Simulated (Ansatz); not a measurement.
MoNCl₃. The state is a triplet with charge 0. Geometry B3LYP-D4/def2-SVP, that of the neutral singlet; atoms count from 1.

```xyz
5

Mo    0.002   -0.039   -0.015
N     0.089   -1.557   -0.584
Cl   -0.069    1.297   -1.847
Cl    1.878    0.255    1.227
Cl   -1.900    0.044    1.218
```

In the def2 sets Mo takes a core potential; there is no spin–orbit coupling. At PBE0-D4/def2-TZVP a singlet of charge 0 lies 3.02 eV below the triplet at the same geometry.

(1) Estimate the Mulliken populations from the PBE0/def2-TZVP orbitals of Ansatz.

(2) Where does the spin sit?

(3) And the Mayer bond orders between heavy atoms (over 0.3)?

Results:

(1) 
| atom | charge (e) | spin (α − β) | d electrons |
| --- | --- | --- | --- |
| Mo1 | 1.19 | 0.82 | 4.12 |
| N2 | -0.30 | 0.60 | – |
| Cl3 | -0.30 | 0.20 | – |
| Cl4 | -0.30 | 0.19 | – |
| Cl5 | -0.30 | 0.19 | – |
Mulliken values depend strongly on the basis.

(2) Summed by element: Mo 0.82, N 0.60, Cl 0.58, of 2 unpaired in all. Largest on single atoms: Mo1 0.82, N2 0.60, Cl3 0.20.

(3) Mo1–N2 2.23 (1.62 Å); Mo1–Cl3 1.02 (2.27 Å); Mo1–Cl4 1.01 (2.27 Å); Mo1–Cl5 1.01 (2.27 Å).
